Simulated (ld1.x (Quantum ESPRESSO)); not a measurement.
technetium: from the effect back to the setting (TM)

Base potential:

| Item | Value |
| --- | --- |
| Element | technetium |
| Generator | ld1.x (Quantum ESPRESSO) 7.5 |
| Type | norm-conserving Troullier–Martins (Kleinman–Bylander form) |
| Functional | PBEsol |
| Relativity | scalar-relativistic |
| Frozen core | [Ar] 3d10 4s2 |
| Valence charge | 13 |
| Reference configuration | 4p6 4d5 5s2 5p0 |
| Partial waves | 5s (bound): rc 2.45 bohr; 4p (bound): rc 1.20 bohr; 4d (bound): rc 1.30 bohr |
| Local potential | the d channel |
| Core correction | a·sin(br)/r model core inside 1.10 bohr |

Cutoffs, loose and tight: the cutoffs (Ry, on a coarse ladder) from which the occupation-weighted sum of valence levels, in a spherical-Bessel basis at the reference potential, stays within 10 and 1 mRy of its value at 400 Ry. They do not see the model core or the augmentation charge, which bear on the density cutoff. Test errors are all-electron minus pseudo excitation energies from the reference, over the configurations 4p6 4d5 5s1 5p0; 4p6 4d5 5s0 5p0; 4p6 4d4 5s0 5p0; 4p5 4d5 5s2 5p0; 4p6 4d5.5 5s1.5 5p0; 4p6 4d4 5s2 5p0; 4p6 4d5 5s1 5p1; variants that change the core or the reference have their own tests.

Only the scale of all radii but the core radius (base = 1) is moved:

```csv
scale of all radii but the core radius (base = 1),"cutoff, loose","cutoff, tight",bound ghosts,largest test error (meV)
0.8,160 Ry,260 Ry,s,+143
1,100 Ry,140 Ry,s,-67
1.13,70 Ry,110 Ry,s,-82
1.25,55 Ry,100 Ry,s,-77
1.35,50 Ry,60 Ry,s,-67
```

**Question.** One more run gave cutoff, loose: 100 Ry; cutoff, tight: 160 Ry; bound ghosts: s; largest test error (meV): -42. Which value of the scale of all radii but the core radius (base = 1) was used?

**Answer.** 0.93. The tight cutoff moves one way along this sweep, from 260 Ry at 0.8 to 60 Ry at 1.35, which places the run between 0.8 and 1.
